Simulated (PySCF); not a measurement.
# Electron correlation in Al (aluminium, neutral)

[Ne] 3s2 3p1, 2P determinant. Computed with PySCF 2.14 in aug-cc-pwCVTZ (8s7p5d3f, 75 functions), with no relativity, point nucleus. Frozen: [Ne]; 3 electrons correlated.

```
  level  correlation energy (mhartree)
   CCSD                         -51.43
    (T)                          -1.20
CCSD(T)                         -52.63
```

Diagnostics: T1 = 0.019, D1 = 0.0423, largest double amplitude 0.059.

Cost of the coupled-cluster step: of the order of 7 core-seconds, for 3 correlated electrons.
